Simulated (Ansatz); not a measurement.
## Relative stability

Two isomers of NaBH2Se, singlet, relaxed at PBE0-D4/def2-TZVP (vibrations not checked).

A:

```
5
angstrom
Na -2.0268 -0.2616 1.4262
B -0.4301 -0.1315 -0.4375
Se 1.4526 0.2501 -0.4128
H -0.6952 -0.3048 -1.6044
H 1.6995 0.4478 1.0286
```

B:

```xyz
5
angstrom
B -0.5216 0.1065 -0.2726
Se 0.6375 -1.2897 -0.7915
Na 1.7140 -0.0126 1.2239
H -1.5663 0.3255 -0.8141
H -0.2635 0.8702 0.6542
```

Ansatz 0.2.0; basis: def2-TZVPP; cores frozen in the correlated methods. Filled d shells of the heavier atoms are correlated. The outer core shell of Li, Na, Mg and K is correlated. The def2 sets are not built for correlating such inner shells, so the correlated values are less sure here. B3LYP uses VWN-RPA correlation.

(1) Which structure is lower at CCSD(T), and by how much? (An estimate is asked for; the value comes from the calculation.)

T1 diagnostic: at most 0.014.

## Answers

(1) The calculation gives: B, by 51.64 kcal/mol (electronic energy, against the other). By their contacts, A is NaBH₂Se ([Na][BH][SeH]) and B is NaBH₂Se ([H]1[BH]2[Se][Na]12).

All methods give the same order:

| method | E(B) − E(A) (kcal/mol) |
| --- | --- |
| PBE-D4 | -48.04 |
| r2SCAN-D4 | -53.53 |
| PBE0-D4 | -50.93 |
| B3LYP-D4 | -50.43 |
| wB97M-V | -51.54 |
| HF | -55.04 |
| MP2 | -54.50 |
| CCSD | -51.85 |
| CCSD(T) | -51.64 |

Labels in which every atom is bracketed show which atoms are joined, not bond orders.
